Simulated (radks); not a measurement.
Results of a calculation; reference values are marked as such.
Neutral ytterbium inside a hard spherical wall (all orbitals vanish at R), configuration held at [Xe] 4f14 6s2 and not refilled when levels cross. Code: a radial shooting solver on a logarithmic mesh with Libxc functionals. Model: scalar-relativistic Kohn-Sham, r2SCAN, spin-polarised, spherical densities, finite nucleus; meta-GGA in the generalised Kohn-Sham scheme; Fermi nuclear charge, rms radius 5.3108 fm. Eigenvalues in eV for spin up, with the zero of energy where the potential of the charges vanishes at infinity; a dash marks a level that is unbound or too diffuse for the functional's potential to be trusted. A positive occupied level is held by the wall or, in an anion where self-interaction has pushed it up, behind a barrier. The pressure on the wall is -dE/dV.

| R (bohr) | E (hartree) | kinetic (hartree) | e(5s) | e(5p) | e(6s) | e(4f) | e(6p, empty) | e(5d, empty) | pressure (GPa) |
|---|---|---|---|---|---|---|---|---|---|
| free | -14059.5974 | 15318.762 | -56.561 | -28.461 | -4.009 | -2.992 | - | - | 0 |
| 15 | -14059.5974 | 15318.762 | -56.559 | -28.460 | -4.008 | -2.991 | -0.950 | -0.433 | 0.000107 |
| 8 | -14059.5837 | 15318.860 | -55.963 | -27.870 | -3.511 | -2.410 | 0.110 | 0.191 | 0.487 |
| 7 | -14059.5614 | 15318.979 | -55.394 | -27.313 | -2.935 | -1.854 | 1.167 | 0.785 | 1.65 |
| 6 | -14059.5033 | 15319.238 | -54.400 | -26.350 | -1.693 | -0.873 | 3.306 | 1.877 | 5.91 |
| 5 | -14059.3446 | 15319.852 | -52.674 | -24.712 | 1.180 | 0.873 | 7.943 | 3.943 | 24.1 |
| 4 | -14058.8477 | 15321.689 | -49.328 | -21.583 | 8.901 | 4.460 | 19.385 | 8.413 | 130 |
| 3.5 | -14058.1953 | 15324.137 | -46.152 | -18.532 | 17.860 | 8.089 | 31.676 | 12.981 | 359 |
| 3 | -14056.7240 | 15329.662 | -40.562 | -12.823 | 35.709 | 14.785 | 54.563 | 21.464 | 1170 |
